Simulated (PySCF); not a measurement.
**How methods differ on the ionisation energy of Ce⁴⁵⁺**

Ce⁴⁵⁺ [Ne] 3s2 3p1 (2P) → Ce⁴⁶⁺ [Ne] 3s2 (1S), as a difference of total energies. Computed with PySCF 2.14 in an even-tempered Gaussian basis (18 s from 8.8 bohr⁻², ratio 2.5; 12 p from 11 bohr⁻², ratio 2.5; 4 d from 46 bohr⁻², ratio 2.7; 4 f from 69 bohr⁻², ratio 2.7), with the spin-free X2C one-electron Hamiltonian (Gaussian nucleus). Correlated levels: outer shells: 1s2 frozen; virtual orbitals above 40 to 60 times the deepest correlated orbital energy dropped. The calculations carry no spin-orbit coupling.

```tsv
method	ionisation energy (eV)
UHF	3594.5
LDA	3596.2
PBE	3597.4
PBE0	3597.0
r2SCAN	3596.8
B97-3	3596.6
BHandHLYP	3597.1
MP2 (outer shells)	3595.0
SCS-MP2 (outer shells)	3594.9
```

A first-order spin-orbit estimate (lowest level to lowest level, LS coupling) adds 73.138 eV.

Breit and QED terms and the two-electron picture change are absent.

First order in ζ underestimates the shift of j = l − 1/2 levels at high Z.

For comparison: 3672 ± 4 eV (theoretical estimate listed by NIST; NIST Atomic Spectra Database, ionization energies).
